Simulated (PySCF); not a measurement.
C5H9F, SMILES C[C@@H]1C(F)[C@H]1C. Geometry: B3LYP-D3(BJ)/def2-SVP. The structure was generated by enumeration; whether it is a known compound was not checked.

Task: Give the equilibrium geometry at B3LYP-D3(BJ)/def2-SVP (PySCF confirms it by a frequency run) as a Z-matrix. (The exact figures need the calculation; the answer reports its results.)

Result: 
```
C
H 1 1.0965
C 1 1.4958 2 113.21
F 3 1.3697 1 118.13 2 -2.95
H 3 1.0962 4 111.39 1 144.92
C 3 1.5005 5 120.19 4 -143.90
H 6 1.0969 3 114.95 5 -3.94
C 1 1.5107 2 115.49 3 -146.29
H 8 1.1020 1 111.14 2 177.84
H 8 1.1024 9 107.37 1 -121.84
H 8 1.1024 9 107.62 10 -115.89
C 6 1.5114 7 115.01 3 -145.78
H 12 1.0996 6 110.99 7 175.77
H 12 1.1019 13 108.21 6 -122.14
H 12 1.1022 13 107.45 14 -116.25
```
